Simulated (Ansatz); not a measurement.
Species: C$_{4}$H$_{7}$O, SMILES `[CH]1CCOC1` (charge 0, multiplicity 2).

Task: Give a relaxed geometry from PBE0-D4/def2-TZVP (Ansatz, a quantum-chemistry and plane-wave program).

Result: This is not unique; one that fits is the end point of this relaxation, one of several conformers (outside a Z-matrix the atoms follow the SMILES, hydrogens last).
Bonded distances (Å): C1–C2 1.484, C1–C5 1.484, C1–H6 1.080, C2–C3 1.529, C2–H7 1.100, C2–H8 1.094, C3–O4 1.415, C3–H9 1.091, C3–H10 1.100, O4–C5 1.416, C5–H11 1.106, C5–H12 1.097. Bond angles (°): C2–C1–C5 108.8, C2–C1–H6 126.2, C5–C1–H6 125.0, C1–C2–C3 101.0, C1–C2–H7 111.7, C1–C2–H8 113.7, C3–C2–H7 110.9, C3–C2–H8 112.8, H7–C2–H8 106.9, C2–C3–O4 105.6, C2–C3–H9 114.2, C2–C3–H10 110.2, O4–C3–H9 107.8, O4–C3–H10 110.4, H9–C3–H10 108.7, C3–O4–C5 107.4, C1–C5–O4 105.4, C1–C5–H11 111.8, C1–C5–H12 114.0, O4–C5–H11 110.5, O4–C5–H12 108.2, H11–C5–H12 107.0.
